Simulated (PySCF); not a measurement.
pyridine-3-carbonitrile (C₆H₄N₂), SMILES N#Cc1cccnc1. Heavy atoms are numbered as in [N:1]#[C:2][c:3]1[cH:4][cH:5][cH:6][n:7][cH:8]1. Hydrogens are named by the atom that carries them.

Coordinates come from a PBE-D3(BJ)/def2-SVP optimisation.

The numbers are results of B3LYP/pcSseg-1 (PySCF), not measurements.

GIAO shieldings, no solvent; atoms alike by connectivity are averaged. δ = σ(ref) − σ: ¹⁵N against NH3 (σ = 265.5 ppm); ¹³C against TMS (σ = 181.3 ppm); ¹H against TMS (σ = 31.68 ppm), references at their B3LYP-D3(BJ)/def2-TZVP geometries, non-relativistic.

Computed chemical shifts:
```csv
nucleus,atoms,count,δ (ppm)
¹⁵N,N7,1,378.5
¹⁵N,N1,1,340.6
¹³C,C8 (CH),1,166.4
¹³C,C6 (CH),1,163.6
¹³C,C4 (CH),1,151.3
¹³C,C5 (CH),1,132.9
¹³C,C2,1,126.1
¹³C,C3,1,120.2
¹H,H on C8,1,9.42
¹H,H on C6,1,9.31
¹H,H on C4,1,8.28
¹H,H on C5,1,7.70
```
